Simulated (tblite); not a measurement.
Compound: C3H7AlO.
SMILES with atom numbers: `[CH2:1]=[CH:2][O:3][AlH:4][CH3:5]` (hydrogens: H6, H7 on C1; H8 on C2; H9 on Al4; H10, H11, H12 on C5)

Computed with GFN2-xTB (tblite), gas phase: L-BFGS steps from a force-field or distance-geometry start until the largest atomic force falls under 0.01 eV/Å.

The end geometry, which sets the zero of energy:
```
atom  x, y, z in Å
C1     -2.8432   -0.0272   -0.0209
C2     -1.7227   -0.6914    0.1982
O3     -0.4931   -0.1869   -0.0220
Al4     0.9601    0.5391   -0.3534
C5      2.6372    0.0716    0.6112
H6     -3.7992   -0.4749    0.1748
H7     -2.8269    0.9786   -0.4038
H8     -1.7211   -1.7073    0.5805
H9      0.8689    1.5860   -1.4684
H10     2.8720   -0.9953    0.5316
H11     3.5006    0.6198    0.2280
H12     2.5688    0.2872    1.6829
```

**Question.** These geometries come from the run, each turned onto the end geometry. Order them by energy, lowest first.
A.
```
atom  x, y, z in Å
C1     -2.8257    0.0222   -0.0527
C2     -1.8094   -0.7883    0.1806
O3     -0.5262   -0.4057    0.0162
Al4     0.9148    0.3659   -0.2546
C5      2.6796    0.0645    0.5987
H6     -3.8486   -0.2748    0.0899
H7     -2.6457    1.0250   -0.4046
H8     -1.9461   -1.8076    0.5264
H9      0.8365    1.5449   -1.2256
H10     3.1636   -0.9158    0.6049
H11     3.3248    0.7436    0.0262
H12     2.6837    0.4254    1.6332
```
B.
```
atom  x, y, z in Å
C1     -2.5942    0.1305   -0.1558
C2     -1.7949   -0.8465    0.2245
O3     -0.4929   -0.6795    0.5316
Al4     0.7839    0.2395   -0.0084
C5      2.6588    0.1708    0.6097
H6     -3.6415   -0.0469   -0.3390
H7     -2.2367    1.1435   -0.2412
H8     -2.1310   -1.8667    0.2724
H9      0.2536    1.1782   -1.1322
H10     3.1249   -0.8179    0.5212
H11     3.1440    0.8151   -0.1384
H12     2.9273    0.5791    1.5943
```
C.
```
atom  x, y, z in Å
C1     -2.7797    0.0612   -0.0914
C2     -1.8644   -0.8579    0.1616
O3     -0.5423   -0.5812    0.0802
Al4     0.8692    0.2801   -0.1479
C5      2.7204    0.1511    0.6100
H6     -3.8328   -0.1279   -0.0130
H7     -2.4675    1.0548   -0.3654
H8     -2.1184   -1.8732    0.4614
H9      0.6483    1.4249   -1.1342
H10     3.1712   -0.8442    0.5612
H11     3.3395    0.8001   -0.0179
H12     2.8579    0.5115    1.6340
```
D.
```
atom  x, y, z in Å
C1     -2.8641   -0.0107   -0.0349
C2     -1.7567   -0.6953    0.1851
O3     -0.5138   -0.2234   -0.0211
Al4     0.9601    0.4758   -0.3185
C5      2.6736    0.0616    0.6045
H6     -3.8232   -0.4629    0.1408
H7     -2.8530    1.0033   -0.3965
H8     -1.7861   -1.7087    0.5672
H9      0.8701    1.5631   -1.3931
H10     2.9897   -0.9857    0.5693
H11     3.4799    0.6596    0.1694
H12     2.6249    0.3225    1.6665
```
E.
```
atom  x, y, z in Å
C1     -2.4856    0.1395   -0.1766
C2     -1.8046   -0.8710    0.3221
O3     -0.6079   -0.6569    0.9048
Al4     0.6433    0.2392    0.0807
C5      2.6227    0.2130    0.5332
H6     -3.4132    0.0030   -0.6906
H7     -2.0565    1.1262   -0.0305
H8     -2.1924   -1.9203    0.2129
H9      0.2412    1.0880   -1.2066
H10     3.0570   -0.8002    0.4835
H11     3.1466    0.8065   -0.2066
H12     2.8508    0.6324    1.5126
```

**Answer.** D (0.008 eV), A (0.051 eV), C (0.104 eV), B (0.284 eV), E (0.565 eV).

In the order of the answer:

```
step  E above end (eV)  largest force (eV/Å)  rms force component (eV/Å)  rms distance from end (Å)  rms bond change (Å)  bond most changed (Å)
  48             0.008                  0.11                       0.037                      0.065                0.001           C2–H8 -0.002
  38             0.051                  0.13                       0.054                      0.213                0.003          Al4–C5 -0.007
  28             0.104                  0.17                       0.067                      0.343                0.006          Al4–C5 +0.014
  15             0.284                  0.41                       0.148                      0.530                0.010          Al4–H9 +0.025
   2             0.565                  1.16                       0.379                      0.669                0.037          O3–Al4 +0.088
```

What follows is the cost of the whole relaxation. The run took 1.0 s on Intel Xeon at 2.50 GHz, one thread, no GPU, shared host with 64 logical CPUs at a one-minute load of 63.
